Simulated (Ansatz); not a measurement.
Geometry optimisation, Ansatz 0.2.0, UKS B3LYP/def2-SVP.

The input (input.yaml):

```yaml
crystal:
  periodic: [false, false, false]
  atoms:
    - { symbol: O, position_ang: [-0.58046, -0.97522, -1.4562] }
    - { symbol: B, position_ang: [-0.6015, 0.01905, -0.61654] }
    - { symbol: As, position_ang: [0.41868, 0.20819, 1.16835] }
    - { symbol: H, position_ang: [-1.36337, 0.54741, -1.33019] }
    - { symbol: H, position_ang: [1.32112, 1.24445, 0.5602] }
    - { symbol: H, position_ang: [-0.45069, 1.31433, 1.70537] }
magnetization:
  spin_polarized: true
  initial_magnetization: 1
basis:
  gaussian: { orbitals: def2-SVP }
hamiltonian:
  xc: b3lyp
relax:
  f_tol: 0.02
  max_steps: 50
```

Run as:

```bash
$ ansatz run input.yaml --threads 2 --pin off --max-ram 3072MiB --backend cpu --events-out ev --progress --plain --runs-dir out
```

Question: Where does it end, and by what steps?

Answer: The forces met the threshold. After 21 steps the energy has fallen by 0.902 eV; H4 moved furthest, 1.07 Å.

| step | energy less start (eV) | largest force component (eV/Å) | accepted |
| --- | --- | --- | --- |
| 0 | 0.0000 | 2.407 | yes |
| 1 | -0.3225 | 1.682 | yes |
| 2 | -0.5217 | 1.492 | yes |
| 3 | -0.6447 | 1.101 | yes |
| 4 | -0.7333 | 1.090 | yes |
| 5 | -0.8048 | 0.494 | yes |
| 6 | -0.8300 | 0.294 | yes |
| 7 | -0.8383 | 0.211 | yes |
| 8 | -0.8527 | 0.277 | yes |
| 9 | -0.8263 | 1.515 | no |
| 10 | -0.8643 | 0.227 | yes |
| 11 | -0.8662 | 0.515 | yes |
| 12 | -0.8802 | 0.273 | yes |
| 13 | -0.8856 | 0.271 | yes |
| 14 | -0.8972 | 0.057 | yes |
| 15 | -0.8999 | 0.084 | yes |
| 16 | -0.8642 | 1.569 | no |
| 17 | -0.9008 | 0.076 | yes |
| 18 | -0.9018 | 0.051 | yes |
| 19 | -0.9019 | 0.036 | yes |
| 20 | -0.9013 | 0.092 | no |
| 21 | -0.9020 | 0.016 | yes |

```xyz
6
Properties=species:S:1:pos:R:3
O 0.122 -0.206 -1.570
B -0.842 -0.059 -0.802
As 0.047 0.389 1.240
H -2.044 -0.047 -0.750
H 1.517 0.372 0.829
H -0.057 1.909 1.083
```

Whether the end is a true minimum wasn't checked by a vibrational analysis.

Time of the run: 37 s on 2 threads of Intel(R) Xeon(R) Platinum 8488C (Sapphire Rapids), with other jobs on the host, peak memory 0.22 GiB.
